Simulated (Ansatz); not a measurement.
Ansatz (an electronic-structure program) input for (Z)-1,2-difluoroethene (C₂H₂F₂), SMILES C(/F)=C/F, PBE/def2-SVPD. Geometry: B3LYP-D3(BJ)/def2-SVP.

Ansatz 0.2 input:
```yaml
crystal:
  periodic: [false, false, false]
  atoms:
    - {symbol: F, position_ang: [0.00000000, 1.39277519, -0.54677271]}
    - {symbol: C, position_ang: [0.00000000, 0.66589958, 0.57080026]}
    - {symbol: C, position_ang: [0.00000000, -0.66589958, 0.57080026]}
    - {symbol: F, position_ang: [0.00000000, -1.39277519, -0.54677271]}
    - {symbol: H, position_ang: [0.00000000, 1.24683715, 1.49615289]}
    - {symbol: H, position_ang: [0.00000000, -1.24683715, 1.49615289]}
basis:
  gaussian:
    orbitals: def2-SVPD
hamiltonian:
  xc: {name: PBE}
```

Program output:

```
WARN ansatz: RAYON_NUM_THREADS=1 ignored (pool sized by the plan → 1); use --threads N
Functional definition: PBE
integrals: 0.03 GiB planned
836 factors; their error is unknown
mean field: 0.24 GiB planned
mean field evaluation 1: about -7523.2262 eV, gradient 3.5e1 eV
mean field evaluation 2: about -7522.4893 eV, gradient 4.0e1 eV
mean field evaluation 4: about -7526.1496 eV, gradient 1.1e0 eV
mean field evaluation 8: about -7526.1036 eV, gradient 2.9e-2 eV
mean field -7526.10356861 eV, -276.5792047701 hartree, gradient 1.3e-5 eV, S^2 0.000000; 0 other end points of the search recorded, 0 dependent functions left out
reference -7526.10360768 eV, -276.5792062060 hartree; 16, 16 occupied and 86, 86 virtual orbitals, 836 factors
Total energy: -7526.10360768 eV, -276.5792062060 hartree
```

The calculation finished and met its thresholds.

Cost: very roughly 0.7 core-seconds.
